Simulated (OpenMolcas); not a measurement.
Ce2+ among 12 point charges of -2 e arranged as a cuboctahedron (Oh), 2.77 Å from the ion. The active orbitals were held to one l.

```yaml
Program: OpenMolcas
Method: CASSCF
Basis: ANO-RCC-VTZP [8s7p5d3f2g1h]
Scalar_Hamiltonian: DKH2, point nucleus
Active_space: 2 electrons in 7 orbitals (4f)
State_averaging: 2S+1 = 3 even, 21 roots; 2S+1 = 1 even, 27 roots kept (CI in the orbitals of an earlier block)
Spin-orbit_coupling: RASSI with atomic mean-field integrals over the reference wave functions
```

Question: What is the spin-free ground state (labels of O, the rotations of Oh)?

Answer: 3T1, 3-fold in its orbital part, 100 % from free-ion H terms; it has the highest spin that f2 allows.

Question: Where is the first state of the same spin?

Answer: 3E at 88.2 cm-1 above the ground state.

Question: What are the lowest two levels with spin-orbit coupling?

Answer: A 3-fold level T2, then a 2-fold level E 51.3 cm-1 above it. Their leading multiplicities are 3 (98 %) and 3 (98 %).

Question: What is χT at 300 K, and how does it compare with the textbook value?

Answer: Hund's rules give f2 the level 3H4 with g = 0.800, so an isolated free-ion multiplet has χT = g² J(J+1) / 8 = 1.600 cm3 K/mol. The computed 1.616 at 300 K differs by +1 %, through the field's splitting, the mixing of terms and any other multiplet in reach.

Point charges carry no covalency, so the field is a model and not that of real ligands. The first state left out of the spin-orbit step lies near 58000 cm-1 above the lowest spin-free state of the reference (among the parities and spins computed), and the lists stop at four fifths of that energy or lower. No measured value stands beside these numbers.
